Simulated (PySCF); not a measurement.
SnMe4, C4H12Sn.
Bonds: Sn1–C2, Sn1–C6, Sn1–C10, Sn1–C14. Hydrogens: H3, H4, H5 on C2; H7, H8, H9 on C6; H11, H12, H13 on C10; H15, H16, H17 on C14.

Theory: PBE0-D3(BJ)/def2-SVP geometry optimisation, gas phase, def2 core potentials past Kr (PySCF).

Problem. Give the optimised bond lengths and angles.

Solution. 
```csv
bond,length (Å)
Sn1–C2 and 3 like bonds,2.157
C2–H3 and 11 like bonds,1.100
```

Bonds in one row agree within 0.01 Å and their mean is given. A selection of angles:
```csv
angle,degrees
C2–Sn1–C6,109.3
Sn1–C2–H3,110.5
H3–C2–H4,108.4
H4–C2–H5,108.6
Sn1–C6–H9,110.5
```

Sn1 (tin bonded to 4 C) is tetrahedral (angles from 109.3° to 109.6°). All 4 C–Sn bonds measure 2.157 Å.

Point group: near Td, missed by 0.23 Å at most; the miss may be what the optimiser left on a soft mode (T holds within 0.08 Å). No PBE0-D3(BJ)/def2-SVP frequencies stand behind this structure, so it isn't proved a minimum.
